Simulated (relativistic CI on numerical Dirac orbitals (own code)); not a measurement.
**Forbidden transitions in Rh25+**

These numbers are calculated, not measured: Dirac-Coulomb-Breit CI, separate exchange-only KLI orbitals for each configuration, model QED, unscaled Slater integrals (own radial code, finite nucleus).

Configurations in the expansion (outside the closed core [Ne]): 3s²3p⁶3d², 3s²3p⁵3d³, 3s3p⁶3d³, 3s²3p⁶3d4s, 3s²3p⁶3d4p, 3s²3p⁶3d4d, 3s²3p⁶3d4f, 3s²3p⁵3d²4s, 3s²3p⁵3d²4p, 3s²3p⁶4s², 3s²3p⁵3d²4d, 3s3p⁶3d²4s, 3s²3p⁶4s4p, 3s²3p⁶3d5s, 3p⁶3d³4p, 3s3p⁶3d²4p, 3s²3p⁶4p², 3s²3p⁶4s4d, 3s²3p⁶3d5d, 3s²3p⁶3d5g, 3p⁶3d⁴, 3p⁵3d⁵, 3p⁶3d³4s, 3p⁵3d⁴4s, 3s3p⁶3d4s², 3s3p⁶4s²4p, 3s3p⁶4s²4d, 3s3p⁶4s²4f. Double excitations out of closed p, d and f shells are left out; levels of such configurations are missing from the list, as are those of other unlisted configurations, and high levels can miss mixing partners. These lack a partner that the ground configuration has and come out too high: 3s²3p⁵3d²4p, 3s²3p⁵3d²4d.

```tsv
λ vac (Å)	Lower	Upper	Type	A (s⁻¹)	gf	Branching (%)
23.967	3s²3p⁶3d² ³F3 [2]	3s²3p⁶3d4s ¹D2 [161]	E2	7.12e+07	3.06e-05	2.9
24.002	3s²3p⁵3d³ ⁵F°4 [14]	3s²3p⁵3d²4s ⁵G°6 [238]	E2	5.30e+07	5.95e-05	10.4
24.017	3s²3p⁶3d² ³F3 [2]	3s²3p⁶3d4s ³D3 [160]	E2	1.04e+08	6.31e-05	4.7
24.058	3s²3p⁶3d² ³F2 [1]	3s²3p⁶3d4s ³D2 [159]	E2	1.74e+08	7.56e-05	7.5
24.083	3s²3p⁶3d² ³F2 [1]	3s²3p⁶3d4s ³D1 [158]	E2	2.72e+08	7.10e-05	12.1
24.134	3s²3p⁵3d³ ³G°5 [31]	3s²3p⁵3d²4s ³H°6 [256]	E2	8.27e+07	9.38e-05	12.2
24.145	3s²3p⁵3d³ ⁵F°5 [16]	3s²3p⁵3d²4s ⁵G°6 [238]	E2	1.16e+08	1.31e-04	22.6
24.161	3s²3p⁵3d³ ³I°6 [33]	3s²3p⁵3d²4s ³H°6 [256]	E2	1.11e+08	1.27e-04	16.4
24.210	3s²3p⁶3d² ³F4 [3]	3s²3p⁶3d4s ³D3 [160]	E2	3.31e+08	2.04e-04	14.9
24.216	3s²3p⁵3d³ ⁵D°4 [20]	3s²3p⁵3d²4s ⁵G°6 [238]	E2	2.81e+07	3.21e-05	5.5
24.244	3s²3p⁶3d² ¹D2 [5]	3s²3p⁶3d4s ¹D2 [161]	E2	8.20e+07	3.61e-05	3.3
24.295	3s²3p⁶3d² ¹D2 [5]	3s²3p⁶3d4s ³D3 [160]	E2	6.73e+07	4.17e-05	3.0
24.300	3s²3p⁶3d² ³F3 [2]	3s²3p⁶3d4s ³D2 [159]	E2	1.72e+08	7.62e-05	7.4
24.303	3s²3p⁵3d³ ⁵G°6 [21]	3s²3p⁵3d²4s ⁵G°6 [238]	E2	2.26e+08	2.60e-04	44.2
24.323	3s²3p⁵3d³ ³I°7 [36]	3s²3p⁵3d²4s ³H°6 [256]	E2	2.34e+08	2.70e-04	34.5
24.326	3s²3p⁶3d² ³F3 [2]	3s²3p⁶3d4s ³D1 [158]	E2	1.62e+08	4.31e-05	7.2
24.374	3s²3p⁶3d² ³P1 [6]	3s²3p⁶3d4s ³D3 [160]	E2	6.32e+07	3.94e-05	2.9
24.400	3s²3p⁵3d³ ⁵G°6 [21]	3s²3p⁵3d²4s ⁵G°5 [236]	E2	1.11e+08	1.09e-04	2.2
24.426	3s²3p⁵3d³ ³F°4 [40]	3s²3p⁵3d²4s ³H°6 [256]	E2	4.15e+07	4.82e-05	6.1
24.499	3s²3p⁶3d² ³F4 [3]	3s²3p⁶3d4s ³D2 [159]	E2	1.53e+08	6.87e-05	6.5
24.518	3s²3p⁶3d² ³P0 [4]	3s²3p⁶3d4s ³D2 [159]	E2	5.66e+07	2.55e-05	2.4
24.553	3s²3p⁶3d² ¹G4 [7]	3s²3p⁶3d4s ¹D2 [161]	E2	4.23e+08	1.91e-04	17.0
24.585	3s²3p⁶3d² ¹D2 [5]	3s²3p⁶3d4s ³D2 [159]	E2	9.83e+07	4.45e-05	4.2
24.590	3s²3p⁶3d² ³P2 [8]	3s²3p⁶3d4s ¹D2 [161]	E2	2.29e+08	1.04e-04	9.2
24.601	3s²3p⁵3d³ ⁵D°4 [29]	3s²3p⁵3d²4s ⁵G°6 [238]	E2	2.17e+07	2.56e-05	4.2
24.612	3s²3p⁶3d² ¹D2 [5]	3s²3p⁶3d4s ³D1 [158]	E2	9.32e+07	2.54e-05	4.2
24.642	3s²3p⁶3d² ³P2 [8]	3s²3p⁶3d4s ³D3 [160]	E2	6.45e+07	4.11e-05	2.9
24.692	3s²3p⁶3d² ³P1 [6]	3s²3p⁶3d4s ³D1 [158]	E2	1.42e+08	3.90e-05	6.3
24.903	3s²3p⁶3d² ¹G4 [7]	3s²3p⁶3d4s ³D2 [159]	E2	8.47e+07	3.94e-05	3.6
25.380	3s²3p⁶3d² ¹S0 [9]	3s²3p⁶3d4s ¹D2 [161]	E2	5.21e+07	2.51e-05	2.1
```

Terms are leading LS components. Brackets give the number of a level in order of energy, since labels repeat. The list gives strong lines, with weight on those to low levels, among the lowest 400 of 1893 levels, so that lines to higher ones, which can be the strongest, are missing. Levels whose partners in the same complex of configurations lie outside the list can be far off, and so can their lines. Rates are taken at the computed energies, electric ones in the length gauge.

At this charge energies of transitions that change n are usually good to better than 1 %, and those within a shell (Δn = 0) to a few per cent. Terms inside the open d or f shell come out 10 to 20 % too wide with unscaled integrals.

LS names give the leading component of a level, which can be under half, so a name can repeat, a term be missing and a line seem to break the LS rules.
